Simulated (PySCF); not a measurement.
**Orbital picture of BeSe⁺**

PBE0 at R = 1.985 Å; Be pcseg-1, Se pcseg-1; no relativity (PySCF 2.14). State: ⁴Σ⁻ (quartet), unpaired electrons σ ↑, π ↑↑, a second solution, started from another occupation. Only the outer orbitals are listed, counted within each symmetry.

```csv
spin,orbital,occ.,ε (eV),on Be (%),main shells (%)
α,8σ,1,-28.59,1,98 Se s
α,9σ,1,-17.88,16,"78 Se p, 12 Be s"
α,4π,1,-17.03,3,97 Se p
α,4π,1,-17.03,3,97 Se p
α,10σ,1,-11.67,97,"77 Be s, 20 Be p"
α,5π,0,-7.21,90,90 Be p
α,5π,0,-7.21,90,90 Be p
β,8σ,1,-26.06,3,95 Se s
β,9σ,1,-16.91,16,"78 Se p, 10 Be s"
β,4π,0,-12.38,6,94 Se p
β,4π,0,-12.38,6,94 Se p
β,10σ,0,-7.19,100,98 Be s
```

Q: Which are the highest filled and the lowest empty level, where do they sit, and how wide is the gap?

A: Highest filled α 10σ at -11.67 eV (in %: 77 Be s, 20 Be p); lowest empty β 4π at -12.38 eV (in %: 94 Se p); the gap at PBE0 is -0.71 eV.

* bond order (Mayer): 0.60
* ⟨S²⟩: 3.753
* charge on Be (Mulliken, basis-dependent): 0.61
* charge on Be (Löwdin, basis-dependent): 0.28
* dipole moment (positive dipole points towards Se; it is taken about the centre of mass and depends on that origin): -2.01 D

Spin–orbit coupling is left out. Counting both spins, an empty level lies below a filled one in this solution, because spin and occupation are held.
